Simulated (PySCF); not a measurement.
Vertical excitations of a molecule C4H9FSi from PySCF with TDA-LC-ωPBE/def2-SVPD, as energy in eV (oscillator strength): 7.46 (0.385), 7.46 (0.003), 7.75 (0.039), 8.45 (0.057), 8.79 (0.006), 8.91 (0.072), 9.06 (0.035), 9.14 (0.006), 9.29 (0.040), 9.31 (0.037). Lowest triplet (TDA): 4.06 eV. The structure is a stationary point at PBE0-D3(BJ)/def2-SVP. Other conformers were not sampled.

Question: Pick the molecule that these values belong to.
(A) C[C@@H]1CC[Si@@H]1F
(B) C/C=C/[Si@@H](C)F
(C) C[SiH](C)/C=C\F
(D) C[C@H](F)/C=C/[SiH3]

Answer: C, C[SiH](C)/C=C\F
